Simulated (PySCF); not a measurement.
**Electronic structure of P⁺ (phosphorus, charge +1) at the UHF level**

Configuration: [Ne] 3s2 3p2, high-spin 3P determinant. All numbers are calculated (PySCF 2.14, the non-relativistic Hamiltonian (point nucleus), in pcseg-2).

* Total energy: -340.344389 hartree
* One-electron energy: -465.9737 hartree
* Hartree (Coulomb) energy: 148.0047 hartree
* Exchange energy: -22.3754 hartree
* Kinetic energy: 341.05987 hartree
* ⟨S²⟩: 2.0105
* ⟨L²⟩: 2.031
* Sum of ⟨r⟩: 12.10 bohr
* Sum of ⟨r²⟩: 20.98 bohr²
* Traceless quadrupole moment −½Σ⟨3z² − r²⟩ along its main axis: 2.12 e·bohr²
* Density at the nucleus (Gaussians lack the cusp): 2140 bohr⁻³
* Spin density at the nucleus: 0.147 bohr⁻³
* Langevin diamagnetic susceptibility: -16.6 ×10⁻⁶ cm³/mol
* Time after the integrals: 0.06 s of wall time on 1 thread of AMD EPYC 9R45 96-Core Processor (shared host)

| shell | electrons | mean orbital energy (hartree) | spread (hartree) | rms radius, mean of both spins (bohr) |
| --- | --- | --- | --- | --- |
| 1s α | 1 | -80.33520 | 0 | 0.120 |
| 1s β | 1 | -80.31811 | 0 | 0.120 |
| 2s α | 1 | -7.91026 | 0 | 0.563 |
| 2s β | 1 | -7.89172 | 0 | 0.563 |
| 2p α | 3 | -5.80654 | 0.01646 | 0.540 |
| 2p β | 3 | -5.77365 | 0.02052 | 0.540 |
| 3s α | 1 | -1.13670 | 0 | 2.00 |
| 3s β | 1 | -0.93404 | 0 | 2.00 |
| 3p α | 2 | -0.72423 | 0 | 2.30 |
